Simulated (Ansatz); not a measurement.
# Molecular dynamics of C2H5ClOSi

Input file:

```yaml
crystal:
  periodic: [false, false, false]
  atoms:
    - { symbol: C, position_ang: [-1.343055, 1.187574, 1.067787] }
    - { symbol: C, position_ang: [-0.281773, 0.720052, 0.394765] }
    - { symbol: Cl, position_ang: [1.395867, 1.10637, 1.046913] }
    - { symbol: O, position_ang: [-0.327003, 0.041645, -0.789055] }
    - { symbol: Si, position_ang: [0.84578, -1.217368, -1.026286] }
    - { symbol: H, position_ang: [-1.225265, 1.81074, 1.953067] }
    - { symbol: H, position_ang: [-2.350987, 0.954107, 0.720054] }
    - { symbol: H, position_ang: [0.263661, -1.999979, -2.089412] }
    - { symbol: H, position_ang: [1.001334, -2.00502, 0.175106] }
    - { symbol: H, position_ang: [2.104641, -0.649221, -1.450039] }
basis:
  gaussian: { orbitals: STO-3G }
hamiltonian:
  xc: pbe0
  dispersion: d4
md:
  timestep: 0.5
  n_steps: 388
  ensemble: nve_milne
  temperature: 300.0
  initial_velocities: maxwell_boltzmann
  seed: 968469
scf:
  lower_state_search: "off"
```

Launched with:

```bash
$ ansatz run input.yaml --threads 1 --pin off --max-ram 2048MiB --backend cpu --events-out ev --progress --plain --runs-dir out
```

It starts from a relaxed structure.

Output, in part (step lines, the closing report, with atoms numbered from 0):

```
md step     0: t =     0.00 fs  T =   300.0 K  F+E_penalty+E_count = -24309.81249678 eV  E_kin = 0.310224 eV  conserved = -24309.50227278 eV  (13 SCF iters)
md step     1: t =     0.50 fs  T =   293.9 K  F+E_penalty+E_count = -24309.80601215 eV  E_kin = 0.303886 eV  conserved = -24309.50212632 eV  (19 SCF iters)
md step     2: t =     1.00 fs  T =   277.1 K  F+E_penalty+E_count = -24309.78880129 eV  E_kin = 0.286520 eV  conserved = -24309.50228143 eV  (19 SCF iters)
md step     3: t =     1.50 fs  T =   254.3 K  F+E_penalty+E_count = -24309.76531467 eV  E_kin = 0.263003 eV  conserved = -24309.50231120 eV  (20 SCF iters)
md step     4: t =     2.00 fs  T =   230.6 K  F+E_penalty+E_count = -24309.74071973 eV  E_kin = 0.238429 eV  conserved = -24309.50229075 eV  (20 SCF iters)
md step     5: t =     2.50 fs  T =   209.9 K  F+E_penalty+E_count = -24309.71937599 eV  E_kin = 0.217086 eV  conserved = -24309.50228951 eV  (14 SCF iters)
md step     6: t =     3.00 fs  T =   194.8 K  F+E_penalty+E_count = -24309.70374406 eV  E_kin = 0.201450 eV  conserved = -24309.50229378 eV  (14 SCF iters)
md step     7: t =     3.50 fs  T =   185.3 K  F+E_penalty+E_count = -24309.69394757 eV  E_kin = 0.191649 eV  conserved = -24309.50229902 eV  (14 SCF iters)
[... lines left out ...]
md step   385: t =   192.50 fs  T =   161.6 K  F+E_penalty+E_count = -24309.66941160 eV  E_kin = 0.167121 eV  conserved = -24309.50229035 eV  (14 SCF iters)
md step   386: t =   193.00 fs  T =   178.2 K  F+E_penalty+E_count = -24309.68652328 eV  E_kin = 0.184229 eV  conserved = -24309.50229383 eV  (20 SCF iters)
md step   387: t =   193.50 fs  T =   190.0 K  F+E_penalty+E_count = -24309.69880389 eV  E_kin = 0.196497 eV  conserved = -24309.50230711 eV  (20 SCF iters)
md step   388: t =   194.00 fs  T =   196.0 K  F+E_penalty+E_count = -24309.70500693 eV  E_kin = 0.202723 eV  conserved = -24309.50228427 eV  (20 SCF iters)
Total energy: -24309.70502439 eV, -893.3651819363 hartree
Atom 0 at    -1.319084     1.178248     1.105202 Å, force    -0.048846    -0.707513    -1.114982 eV/Å
Atom 1 at    -0.285996     0.714660     0.359345 Å, force    -0.555438     0.330458     0.391798 eV/Å
Atom 2 at     1.384767     1.105305     1.062408 Å, force     0.044887    -0.053354    -0.277553 eV/Å
Atom 3 at    -0.315590     0.077665    -0.859935 Å, force     0.002189    -0.036350     0.841088 eV/Å
Atom 4 at     0.839715    -1.232462    -1.010204 Å, force     0.238972     0.709940    -1.292447 eV/Å
Atom 5 at    -1.099567     1.796045     1.971285 Å, force    -0.171842     0.018113     0.199332 eV/Å
Atom 6 at    -2.371522     0.948196     0.833410 Å, force     0.746732     0.251394     0.155190 eV/Å
Atom 7 at     0.245713    -2.091183    -2.032146 Å, force     0.054516     0.066714     0.553901 eV/Å
Atom 8 at     1.127924    -1.845373     0.251392 Å, force    -0.080684    -0.316917     0.225752 eV/Å
Atom 9 at     2.033743    -0.635369    -1.606953 Å, force    -0.230486    -0.262484     0.317920 eV/Å
Dipole moment:    -0.140553    -0.451212    -0.208608 e Å
```

The steps, from the saved trajectory:

| time (fs) | T (K) | potential energy less start (eV) | conserved less start (meV/atom) |
| --- | --- | --- | --- |
| 0.0 | 300 | 0.000 | 0.00 |
| 6.0 | 147 | 0.158 | 0.00 |
| 12.0 | 149 | 0.156 | 0.00 |
| 18.0 | 171 | 0.134 | 0.00 |
| 24.0 | 158 | 0.147 | 0.00 |
| 30.0 | 134 | 0.172 | 0.00 |
| 36.0 | 111 | 0.196 | 0.00 |
| 42.0 | 190 | 0.114 | 0.00 |
| 48.0 | 167 | 0.138 | 0.00 |
| 54.0 | 117 | 0.190 | 0.00 |
| 60.0 | 136 | 0.170 | 0.00 |
| 66.0 | 147 | 0.158 | 0.00 |
| 72.0 | 122 | 0.184 | 0.00 |
| 78.0 | 165 | 0.139 | 0.00 |
| 84.0 | 149 | 0.156 | 0.00 |
| 90.0 | 206 | 0.097 | 0.00 |
| 96.0 | 166 | 0.138 | 0.00 |
| 102.0 | 129 | 0.176 | 0.00 |
| 108.0 | 180 | 0.124 | 0.00 |
| 114.0 | 110 | 0.196 | 0.00 |
| 120.0 | 139 | 0.166 | 0.00 |
| 126.0 | 148 | 0.158 | 0.00 |
| 132.0 | 170 | 0.134 | 0.00 |
| 138.0 | 166 | 0.139 | 0.00 |
| 144.0 | 92 | 0.215 | 0.00 |
| 150.0 | 156 | 0.149 | 0.00 |
| 156.0 | 128 | 0.178 | 0.00 |
| 162.0 | 91 | 0.216 | 0.00 |
| 168.0 | 110 | 0.196 | 0.00 |
| 174.0 | 174 | 0.130 | 0.00 |
| 180.0 | 172 | 0.132 | 0.00 |
| 186.0 | 137 | 0.168 | 0.00 |
| 192.0 | 144 | 0.161 | 0.00 |

All steps were run. The conserved energy stayed within 0.015 meV per atom of its start (net change -0.0011 meV per atom), so the integration is sound. The temperature averaged 0.48 of the 300 K drawn at the start: a run that starts near a minimum puts about half its kinetic energy into the potential. A run of 0.19 ps of so small a system gives no equilibrium averages. Limits of this set-up: minimal basis.

The same pairs are bonded in the first frame and the last. Pairs count as bonded within 1.25 times the sum of covalent radii (0.12 Å more for H–H).

Last frame:

```xyz
10
Properties=species:S:1:pos:R:3
C -1.319 1.178 1.105
C -0.286 0.715 0.359
Cl 1.385 1.105 1.062
O -0.316 0.078 -0.860
Si 0.840 -1.232 -1.010
H -1.100 1.796 1.971
H -2.372 0.948 0.833
H 0.246 -2.091 -2.032
H 1.128 -1.845 0.251
H 2.034 -0.635 -1.607
```

Time of the run: 25 min on 1 CPU thread of a shared host.
